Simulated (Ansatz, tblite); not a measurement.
Removing and adding an electron: Al(OPMe3)F3 (C₃H₉AlF₃OP). The state is a singlet with charge 0. Geometry: PBE-D4/def2-SVP. Ansatz, gas phase; energy differences of separate SCF runs; the oxidised species was run as a doublet alone; the reduced species was run as a doublet alone.

```xyz
18

Al   -2.332    1.030   -0.628
O    -1.336   -0.441   -0.089
P     0.210   -0.374    0.130
C     1.081    0.041   -1.403
C     0.753   -2.008    0.690
C     0.654    0.854    1.386
H     2.178    0.068   -1.252
H     0.698    1.038   -1.701
H     0.821   -0.704   -2.180
H     0.485   -2.758   -0.080
H     1.846   -2.025    0.864
H     0.221   -2.259    1.629
H     0.294    1.826    0.992
H     0.123    0.616    2.328
H     1.747    0.880    1.560
F    -3.050    0.637   -2.096
F    -1.034    2.152   -0.796
F    -3.358    1.425    0.646
```

The xTB rows come from tblite. HOMO above LUMO, or a gap near zero within one spin, warns that the state may not be the lowest or that an electron is smeared out.

Estimate orbital energies and vertical ionisation energies and electron affinities at: GFN1-xTB; GFN2-xTB; PBE-D4/def2-SVP; PBE-D4/def2-TZVP; BLYP-D4/def2-TZVP; PBE0-D4/def2-SVP; PBE0-D4/def2-TZVP.


| level | −HOMO (eV) | vertical IE (eV) | −LUMO (eV) | vertical EA (eV) | HOMO–LUMO gap (eV) | IE − EA (eV) | remarks |
| --- | --- | --- | --- | --- | --- | --- | --- |
| GFN1-xTB | 12.68 | 15.65 | 7.27 | 4.32 | 5.41 | 11.33 | – |
| GFN2-xTB | 11.95 | 14.78 | 3.90 | 1.32 | 8.05 | 13.46 | – |
| PBE-D4/def2-SVP | 7.19 | – | 0.52 | -1.50 | 6.67 | – | HOMO above zero (-1 doublet) |
| PBE-D4/def2-TZVP | 7.64 | 10.55 | 0.88 | – | 6.75 | – | gap within one spin near zero (+1 doublet) |
| BLYP-D4/def2-TZVP | 7.57 | 10.51 | 0.83 | – | 6.74 | – | gap within one spin near zero (+1 doublet) |
| PBE0-D4/def2-SVP | 9.25 | – | -0.37 | -1.78 | 9.63 | – | HOMO above zero (-1 doublet) |
| PBE0-D4/def2-TZVP | 9.48 | 11.33 | 0.03 | – | 9.44 | – | – |

   A HOMO above zero means that the electron is unbound at that level or that self-interaction error raises the level; the energy of removing that electron tells which. Raw xTB energy differences between charge states are shifted by several eV; the methods need an empirical correction for them. Sets without diffuse functions give affinities that are too small. A negative affinity means that the extra electron isn't bound; its size then hangs on the basis.
